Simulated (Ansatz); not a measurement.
Reaction (formal loss of a carbene): `C=CC[Si](F)(F)F` → `C=C[Si](F)(F)F` + `[CH2]` (triplet)

Isolated molecules relaxed with PBE0-D4/def2-TZVP in Ansatz; ΔE leaves out vibrations. CCSD(T)/CBS is the MP2 limit (def2-TZVPP, def2-QZVPP) plus CCSD(T) − MP2 in def2-TZVPP, frozen cores. This one scheme is used for every species. Functionals use def2-TZVPP. Triplets are unrestricted, without spin–orbit coupling. Each species was taken in one conformer, which may not be the lowest.

```json
{"level": "LDA (SPW92)", "ΔE (kJ/mol)": "522.1"}
{"level": "PBE-D4", "ΔE (kJ/mol)": "452.1"}
{"level": "revPBE-D4", "ΔE (kJ/mol)": "438.5"}
{"level": "ωB97X-V", "ΔE (kJ/mol)": "453.6"}
{"level": "BHLYP", "ΔE (kJ/mol)": "415.4"}
{"level": "LC-ωPBE", "ΔE (kJ/mol)": "433.5"}
{"level": "CCSD(T)/def2-TZVPP", "ΔE (kJ/mol)": "430.8"}
{"level": "HF/CBS(def2)", "ΔE (kJ/mol)": "290.9"}
```

(1) What does CCSD(T)/CBS give? (Best estimate.)

Largest T1 diagnostic among the species: 0.012.

Answers

(1) The calculation gave: +442.2 kJ/mol. The listed levels differ from it by 79.9, 9.9, -3.7, 11.4, -26.8, -8.7, -11.4, -151.3 kJ/mol.

From BLYP to BHLYP (50 % exact exchange), in def2-TZVPP and without D4, ΔE moves by −5.5 kJ/mol. Leaving LDA and LC-ωPBE aside and taking each functional with its dispersion term where it has one, the values, not all of them listed here, spread over 35.1 kJ/mol, from r2SCAN0-D4 to ωB97X-V. LDA lies +77.0 kJ/mol from PBE without D4.

CCSD(T)/CBS has its own doubt, a few kJ/mol and more with outer-core shells, so smaller differences from it don't rank the levels.
